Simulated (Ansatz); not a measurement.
Basis-set series for C3H5BO, SMILES `CC#CBO`. Charge 0, multiplicity 1. The geometry is a stationary point of PBE0-D4/def2-TZVP. It is one conformer, not always the lowest.

| functional | basis | functions | energy (Eh) | HOMO (eV) | LUMO (eV) |
| --- | --- | --- | --- | --- | --- |
| PBE0-D4 | def2-TZVPP | 225 | -217.22584 | -7.51 | -0.88 |
| PBE0-D4 | def2-QZVPP | 435 | -217.23809 | -7.53 | -0.92 |
| ωB97M-V | def2-TZVPP | 225 | -217.39739 | -9.74 | 1.14 |
| ωB97M-V | def2-QZVPP | 435 | -217.40875 | -9.76 | 1.04 |

Q: Give the rows for def2-SVP. (An estimate is asked.)

A: Computed: 
```
functional     basis  functions  energy (Eh)  HOMO (eV)  LUMO (eV)
   PBE0-D4  def2-SVP         95   -216.98052      -7.42      -0.72
   ωB97M-V  def2-SVP         95   -217.14205      -9.63       1.38
```

Positive LUMOs are unbound and depend on the basis.
